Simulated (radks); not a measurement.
The numbers below are computed, except where a source is named.
Ionisation of the bromine ion Br+, [Ar] 3d10 4s2 4p4, to Br2+, [Ar] 3d10 4s2 4p3, under several functionals. Non-relativistic Kohn-Sham, spin-polarised, spherical densities, point nucleus; open shells are filled with parallel spins first; a radial shooting solver on a logarithmic mesh with Libxc functionals.

functional                                      E(Br+) (hartree)  Exc (hartree)  IE (eV)  -e(HOMO) (eV)  <r> HOMO (bohr)  IE error (eV)
AM05                                                 -2570.33613      -87.53695   21.247         16.438            1.984         -0.344
LDA (Slater exchange, VWN5 correlation)              -2570.18074      -87.37444   21.677         16.762            1.981         +0.086
LDA (Slater exchange, Perdew-Wang correlation)       -2570.16636      -87.35976   21.683         16.767            1.982         +0.092
B86b exchange with PBE correlation                   -2573.77680      -91.03051   21.298         16.471            1.983         -0.293
Wu-Cohen GGA                                         -2572.84014      -90.08107   21.333         16.503            1.975         -0.258
PBE                                                  -2573.34669      -90.59298   21.256         16.439            1.985         -0.335

NIST Atomic Spectra Database: 21.591 eV (measured). Closest: LDA (Slater exchange, VWN5 correlation). The Delta-SCF values span 0.44 eV, the total energies 3.61 hartree. The highest occupied level is 4p. Open shells are spherical and high-spin; term and fine-structure splittings are not resolved.
